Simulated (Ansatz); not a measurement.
The same silylene extrusion along the group C, Si, Ge.

Calculated with Ansatz (gas phase, PBE0-D4/def2-TZVP geometries, no zero-point term in ΔE). CBS: MP2 limit from def2 TZ/QZ plus the TZ coupled-cluster correction, frozen cores. This one scheme is used for every species. Functionals use def2-TZVPP. For Ge outer-core shells are correlated without core-valence functions, which leaves a few kJ/mol of doubt a bond. Scalar relativity is left out up to krypton. Each species was taken in one conformer, which may not be the lowest.

```csv
reaction,r2SCAN-D4 (kJ/mol),B2PLYP (kJ/mol),ωB97M-V (kJ/mol),CCSD(T)/CBS(def2) (kJ/mol)
`OC(F)(Cl)Cl` → `Cl[C]Cl` + `OF`,643,628,639,634
`O[Si](F)(Cl)Cl` → `Cl[Si]Cl` + `OF`,822,809,805,827
`[OH][Ge]([F])([Cl])[Cl]` → `[Cl][Ge][Cl]` + `OF`,560,552,549,565
```

Largest T1 diagnostic: 0.020, for `Cl[C]Cl`.
